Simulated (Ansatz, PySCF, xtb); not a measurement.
Pair of molecules: NH3 (SMILES N) (first 4 atoms) with H4OSi (SMILES O[SiH3]); geometry from B3LYP-D3(BJ)/def2-TZVP, rigid monomers moved along the line of their centres of mass till N1···H7 is 1.67 Å.
(charge 0, multiplicity 1):
```
atom    x (Å)    y (Å)    z (Å)
----  -------  -------  -------
N      0.4398  -0.2167   0.1069
H      0.4335   0.7346  -0.2437
H      1.2590  -0.6788  -0.2721
H     -0.3781  -0.6878  -0.2633
O      0.6532  -0.3711   2.7437
Si    -0.5164   0.3035   3.6662
H      0.5750  -0.3152   1.7643
H     -0.6557   1.7666   3.4283
H     -0.1462   0.0857   5.0819
H     -1.8542  -0.3031   3.4235
```

Interaction energies are E(AB) − E(A) − E(B) at the monomers' geometry in the complex; basis-set methods are counterpoise corrected. Rows marked so take none.

Correlated levels freeze the cores. Rows in 6-311+G**, 6-31G* carry no dispersion term and start afresh at each structure (6-31G* with six Cartesian d functions).

Run with Ansatz (Gaussian orbitals); PySCF for 6-311+G** rows, 6-31G* rows; xtb for the GFN methods. 

### Question
One of these levels gives -201.3 meV for the interaction energy. Which?
A. B3LYP/6-311+G** (no counterpoise)
B. M06-2X/6-31G* (no counterpoise)
C. GFN-FF
D. CCSD/aug-cc-pV(D+d)Z

### Answer
C, GFN-FF. The others give -370.0 (B3LYP/6-311+G** (no counterpoise)), -520.0 (M06-2X/6-31G* (no counterpoise)), -265.0 (CCSD/aug-cc-pV(D+d)Z)

Ansatz is a first-principles code.
